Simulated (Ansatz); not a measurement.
Cartesian coordinates (Å):
```xyz
8

Mo     0.0371     0.0962     0.0540
F     -1.2241     0.4981    -1.2304
F      1.2589     1.0788    -0.9315
F     -1.2815    -0.8521     0.9431
F      0.4575    -1.4128    -0.9346
F     -0.4793     1.6379     0.9415
O      1.2787    -0.3068     1.3296
H      1.9283    -0.5258     2.0177
```
Charge 0, multiplicity 1.

Computed with frozen-core CCSD(T)/def2-TZVPP // TPSS-D3(BJ)/def2-SVP (Ansatz, a program for electronic structure).

```json
{
  "HF energy": "-640.52525 Ha",
  "MP2 correlation energy": "-2.11535 Ha"
}
```

Estimate the CCSD correlation energy, the (T) correction, the total energy and the T1 diagnostic.


```yaml
CCSD correlation energy: -2.04388 Ha
"(T) correction": -0.10111 Ha
CCSD(T) total energy: -642.67024 Ha
T1 diagnostic: 0.026
```
